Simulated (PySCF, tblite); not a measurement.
Compound: C₈H₉F₃.
Numbering: `[CH2:1]=[CH:2][C@@H:3]1[CH2:4][C:5](=[CH2:6])[C@@H:7]1[C:8]([F:9])([F:10])[F:11]` (hydrogens: H12, H13 on C1; H14 on C2; H15 on C3; H16, H17 on C4; H18, H19 on C6; H20 on C7)

The geometry is computed with GFN2-xTB (gas phase).

Question: What internal coordinates does the optimisation give?

Answer: 
```json
{"bond": "C1=C2", "length (Å)": "1.320"}
{"bond": "C2–C3", "length (Å)": "1.491"}
{"bond": "C3–C4", "length (Å)": "1.548"}
{"bond": "C4–C5", "length (Å)": "1.503"}
{"bond": "C5=C6", "length (Å)": "1.315"}
{"bond": "C5–C7", "length (Å)": "1.513"}
{"bond": "C7–C8", "length (Å)": "1.514"}
{"bond": "C8–F9, C8–F10, C8–F11", "length (Å)": "1.343"}
{"bond": "C3–C7", "length (Å)": "1.559"}
{"bond": "C1–H12", "length (Å)": "1.076"}
{"bond": "C1–H13", "length (Å)": "1.078"}
{"bond": "C2–H14", "length (Å)": "1.081"}
{"bond": "C3–H15", "length (Å)": "1.091"}
{"bond": "C4–H16", "length (Å)": "1.090"}
{"bond": "C4–H17", "length (Å)": "1.088"}
{"bond": "C6–H18", "length (Å)": "1.077"}
{"bond": "C6–H19", "length (Å)": "1.077"}
{"bond": "C7–H20", "length (Å)": "1.093"}
```

Bonds in one row agree within 0.01 Å and their mean is given. A selection of angles:
```json
{"angle": "C2–C1–H12", "degrees": "121.8"}
{"angle": "C2–C1–H13", "degrees": "121.9"}
{"angle": "H12–C1–H13", "degrees": "116.3"}
{"angle": "C1–C2–C3", "degrees": "123.7"}
{"angle": "C1–C2–H14", "degrees": "120.4"}
{"angle": "C3–C2–H14", "degrees": "115.9"}
{"angle": "C2–C3–C4", "degrees": "116.3"}
{"angle": "C2–C3–C7", "degrees": "117.0"}
{"angle": "C2–C3–H15", "degrees": "109.8"}
{"angle": "C4–C3–C7", "degrees": "89.2"}
{"angle": "C4–C3–H15", "degrees": "112.8"}
{"angle": "C7–C3–H15", "degrees": "110.4"}
{"angle": "C3–C4–C5", "degrees": "89.4"}
{"angle": "C3–C4–H16", "degrees": "113.8"}
{"angle": "C3–C4–H17", "degrees": "115.4"}
{"angle": "C5–C4–H16", "degrees": "113.4"}
{"angle": "C5–C4–H17", "degrees": "115.2"}
{"angle": "H16–C4–H17", "degrees": "108.8"}
{"angle": "C4–C5–C6", "degrees": "135.0"}
{"angle": "C4–C5–C7", "degrees": "92.7"}
{"angle": "C6–C5–C7", "degrees": "132.3"}
{"angle": "C5–C6–H18", "degrees": "121.7"}
{"angle": "C5–C6–H19", "degrees": "121.3"}
{"angle": "H18–C6–H19", "degrees": "117.0"}
{"angle": "C5–C7–C8", "degrees": "113.6"}
{"angle": "C5–C7–H20", "degrees": "115.8"}
{"angle": "C8–C7–H20", "degrees": "106.6"}
{"angle": "C3–C7–C5", "degrees": "88.6"}
{"angle": "C3–C7–C8", "degrees": "117.1"}
{"angle": "C3–C7–H20", "degrees": "114.8"}
{"angle": "C7–C8–F9", "degrees": "112.9"}
{"angle": "C7–C8–F10", "degrees": "111.1"}
{"angle": "F9–C8–F10", "degrees": "106.0"}
{"angle": "F9–C8–F11", "degrees": "106.6"}
```

Torsions: C1–C2–C3–C4 -143° (anticlinal); C2–C3–C4–C5 -123° (anticlinal); C3–C4–C5–C6 -178° (antiperiplanar); C4–C5–C7–C8 116° (anticlinal); C5–C7–C8–F9 -165° (antiperiplanar); C2–C3–C7–C5 122° (anticlinal).

The C–C distances run from 1.315 Å (C5=C6, drawn double) to 1.559 Å (C3–C7, drawn single), a spread of 0.244 Å. The 4-membered ring C3–C4–C5–C7 has internal angles of 88.6° to 92.7° (sum 360°, against 360° for a flat polygon); it is almost planar, 0.02 Å rms from its mean plane, widest ring torsion 3°. Of the pairs four or more bonds apart, C2···F9 is among the closest relative to their van der Waals radii: 2.94 Å, 93 % of the sum of Bondi's values.

Point group: C1 (no symmetry element, even within 0.4 Å). Its GFN2-xTB frequencies are all real (lowest 27 cm⁻¹). One conformer, not necessarily the lowest.
